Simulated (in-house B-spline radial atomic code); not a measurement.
Values are calculated unless marked as measured or tabulated.
## Softness against transferability: the 3p channel of Al

Al, [Ne] 3s2 3p1, non-relativistic PBE, spherical and spin-unpolarised, from a B-spline radial code for spherical atoms (atomic units). The all-electron 3p level is ε = -0.099955 hartree, its outermost node lies just inside 0.83 bohr and its outer maximum at 2.64 bohr.

Troullier-Martins pseudo-orbitals are made for several radii. The cutoffs (hartree) are the plane-wave energies beyond which the orbital holds less than the named kinetic energy per electron. The phase error is the difference, pseudo minus all-electron, of arctan(R P'/P) at R = 3.9 bohr for all radii, half a hartree below and above the level.

```tsv
r_c (bohr)	V_l(0) (hartree)	cutoff for 10 mEh	for 1 mEh	for 0.1 mEh	phase error at ε − 0.5 (mrad)	at ε + 0.5 (mrad)
1.98	-1.33	1.34	2.16	9.86	-0.1	-7.2
2.3	-0.69	1.34	2.08	5.25	-0.1	-5.4
2.64	-0.74	1.34	2.08	4.87	-0.1	-6.0
2.99	-0.84	1.34	2.08	2.88	-0.1	-8.6
3.33	-0.89	1.34	2.16	2.78	-0.2	-11.8
3.6	-0.90	1.34	2.16	2.88	-0.2	-13.3
```

Problem. Which radius needs the lowest cutoff for 0.1 mEh while both phase errors stay within 8.7 mrad?

Solution. The radii within that limit are 1.98, 2.3, 2.64, 2.99 bohr; of these r_c = 2.99 needs the least, 2.88 hartree, that is 5.76 Ry or 78 eV.

Problem. What does the larger radius buy, and what does it cost?

Solution. From r_c = 1.98 to 3.6 bohr the cutoff for 1 mEh goes from 2.16 to 2.16 hartree, a factor of 1.00, against 3.31 for a pure 1/r_c² scaling, end to end; step by step it is 2.16, 2.08, 2.08, 2.08, 2.16, 2.16, and for 0.1 mEh 9.86, 5.25, 4.87, 2.88, 2.78, 2.88; the number of plane waves goes as the cutoff to the power 3/2, here a factor of 1.0. The larger of the two phase errors is least at r_c = 2.3 bohr, 5.4 mrad; it is 7.2 at the smallest radius and 13.3 at the largest. These errors test the reference atom alone. Large radii also let the cores of neighbours overlap, which an atom doesn't show.
